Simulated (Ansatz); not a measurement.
`C/C([SiH3])=N\[SiH3]` + `[CH3][Al]([F])[SH]` → `[CH3][Al]([F])[S][SiH3]` + `C/C=N\[SiH3]`  (ligand exchange at the Si–C bond)

Computed with Ansatz on PBE0-D4/def2-TZVP structures; ΔE is electronic, products minus reactants. CCSD(T)/CBS is the MP2 limit (def2-TZVPP, def2-QZVPP) plus CCSD(T) − MP2 in def2-TZVPP, frozen cores. Double bonds are as drawn, so ΔE can hold a change between cis and trans. DFT in def2-TZVPP. One conformer a species, not always the lowest.

| level | ΔE (eV) |
| --- | --- |
| PBE-D4 | -0.77 |
| PBE | -0.77 |
| PBE0 | -0.83 |
| CCSD(T)/def2-TZVPP | -0.78 |
| MP2/def2-QZVPP | -0.85 |
| SCS-MP2/def2-QZVPP | -0.83 |
| HF/CBS(def2) | -0.87 |
| MP2/CBS(def2) | -0.86 |

Problem. What does CCSD(T)/CBS give? (Best estimate.)

Solution. The calculation gave: -0.81 eV. The listed levels differ from it by 0.04, 0.04, -0.02, 0.03, -0.04, -0.02, -0.06, -0.05 eV.

Largest T1 diagnostic among the species: 0.013.

In def2-TZVPP, CCSD(T) changes the Hartree–Fock value by +0.09 eV (the triples alone add +0.01 eV) and MP2 by +0.04 eV. From PBE to PBE0 (25 % exact exchange), in def2-TZVPP and without D4, ΔE moves by −0.06 eV.
